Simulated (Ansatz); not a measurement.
Coupled-cluster run, CH4InN.

```yaml
crystal:
  periodic: [false, false, false]
  atoms:
    - {symbol: C, position_ang: [-1.093436, 0.471451, -0.432988]}
    - {symbol: N, position_ang: [-0.145944, -0.027009, 0.231592]}
    - {symbol: In, position_ang: [2.235590, -0.546015, -0.647769]}
    - {symbol: H, position_ang: [-2.085684, 0.673629, -0.021618]}
    - {symbol: H, position_ang: [-0.922406, 0.718799, -1.481454]}
    - {symbol: H, position_ang: [-0.380199, -0.231202, 1.200991]}
    - {symbol: H, position_ang: [2.453280, -1.127553, 1.105345]}
basis:
  gaussian: {orbitals: def2-SVP}
correlation: {method: ccsd_t}
```

```sh
$ ansatz run in.yaml --threads 2 --pin off --events-out ev --progress --plain --max-ram 4352MiB
```

Output of Ansatz, abridged:

```
Functional definition: HF
832 factors; integrals over basis functions are off by at most 1.5e-3 eV
mean field evaluation 1: about -7719.4867 eV, gradient 2.4e1 eV
mean field evaluation 2: about -7719.4931 eV, gradient 2.4e1 eV
mean field evaluation 4: about -7721.0901 eV, gradient 3.0e0 eV
mean field evaluation 8: about -7721.1237 eV, gradient 2.4e-4 eV
mean field -7721.12371810 eV, -283.7460630745 hartree, gradient 1.9e-6 eV, S^2 0.000000; 0 other end points of the search recorded, 0 dependent functions left out
6 core orbitals not correlated: weight in the atoms' cores, before any rotation towards them, 1.000 or more for the frozen orbitals, at most 0.000 for the correlated occupied ones
reference -7721.12371810 eV, -283.7460630745 hartree; 13, 13 occupied and 55, 55 virtual orbitals, 832 factors
second order -10.30650098 eV of doubles, -0.00000000 eV of singles
cycle   1  -10.87671096 eV  change   -5.7e-1 eV  update   9.4e-2
cycle   2  -11.31168832 eV  change   -4.3e-1 eV  update   3.4e-2
cycle   3  -11.38978273 eV  change   -7.8e-2 eV  update   1.5e-2
cycle   4  -11.38633384 eV  change    3.4e-3 eV  update   4.2e-3
cycle   5  -11.38786738 eV  change   -1.5e-3 eV  update   1.5e-3
cycle   6  -11.38781182 eV  change    5.6e-5 eV  update   5.1e-4
cycle   7  -11.38767923 eV  change    1.3e-4 eV  update   2.0e-4
cycle   8  -11.38771113 eV  change   -3.2e-5 eV  update   9.3e-5
cycle   9  -11.38771839 eV  change   -7.3e-6 eV  update   3.6e-5
cycle  10  -11.38770107 eV  change    1.7e-5 eV  update   1.4e-5
perturbative correction -0.37926574 eV, -0.0139377589 hartree
Total energy: -7732.89068492 eV, -284.1784911291 hartree
```

Run time 2.6 s (2 threads of an Arm Neoverse V1 on a shared host); peak host memory 0.23 GiB.

MP2 recovers 87.6 % of the CCSD(T) correlation energy and the triples give 3.2 %; T1 = 0.0120.
